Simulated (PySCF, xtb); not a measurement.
Si(H)(F)(Me)(OH) (CH₅FOSi), SMILES C[SiH](O)F.

Geometry optimised at B3LYP-D3(BJ)/def2-SVP. The values are those of a single conformer.

The numbers are results of IEF-PCM-B3LYP/def2-SVP (PySCF 2.14.0), not measurements.

The values are the electrostatic part of the solvation free energy, E(continuum) − E(gas) at the gas-phase geometry, in a cavity of scaled van der Waals radii (PySCF's table); cavitation and dispersion terms are not included. In vacuum the orbital gap is 9.44 eV. The dipole moment in vacuum is 2.19 D.

Problem. Estimate the values in water (ε = 78.36), dichloromethane (ε = 8.93), dimethylsulfoxide (ε = 46.83). (Estimate from the structure and the level; the computed values follow.)

Solution. 
| solvent | ε | ΔG(elec) (kcal/mol) | dipole (D) | gap (eV) |
|---|---|---|---|---|
| water | 78.36 | -5.4 | 2.64 | 9.77 |
| dichloromethane | 8.93 | -4.6 | 2.56 | 9.72 |
| dimethylsulfoxide | 46.83 | -5.3 | 2.63 | 9.77 |

For comparison, GFN2-xTB/ALPB(water) (xtb, at the GFN2-xTB geometry, all terms of that model) gives -4.4 kcal/mol.
